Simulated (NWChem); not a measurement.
Species: ZnNH2Br; SMILES [NH2][Zn][Br]

```xyz
5

Zn     0.0020     0.8246    -0.0192
Br    -0.0006    -1.4125     0.0109
N     -0.0042     2.6388     0.1046
H     -0.8233     3.1105    -0.2728
H      0.8140     3.1185    -0.2647
```
Atoms are numbered in this order, from 1.

Program: NWChem. Medium grid unless said otherwise, to which SCAN and Minnesota functionals are sensitive. Geometry: optimised at PBE0/def2-SVP. B3LYP is NWChem's, with the RPA form of VWN correlation. Total energies of different functionals are on different scales.

```csv
level,energy (Ha),highest occupied level (eV),orbital gap (eV),dipole (D)
B3LYP/def2-TZVP,-4409.6799,-7.10,5.76,2.19
PBE/def2-TZVP,-4408.8780,-5.99,4.12,2.17
M06-L/def2-TZVP,-4409.4375,-6.11,4.79,2.13
"LC-wPBE (HJS exchange hole, range parameter 0.4 per bohr)/def2-TZVP",-4409.0087,-10.18,11.27,2.28
BHandHLYP/def2-TZVP,-4409.5160,-8.60,8.28,2.23
LC-BLYP (range parameter 0.33 per bohr)/def2-TZVP,-4408.8776,[?],[?],2.28
B3PW91/def2-TZVP,-4409.6024,-7.11,5.96,2.21
M05-2X/def2-TZVP,-4409.4583,-8.88,8.70,2.26
MN15-L/def2-TZVP,-4409.5866,-6.40,4.88,2.22
MN15/def2-TZVP,-4410.1578,-8.19,7.77,2.24
```

Q: Complete the blanks.

A: 
- LC-BLYP (range parameter 0.33 per bohr)/def2-TZVP, highest occupied level (eV): -9.76
- LC-BLYP (range parameter 0.33 per bohr)/def2-TZVP, orbital gap (eV): 10.35
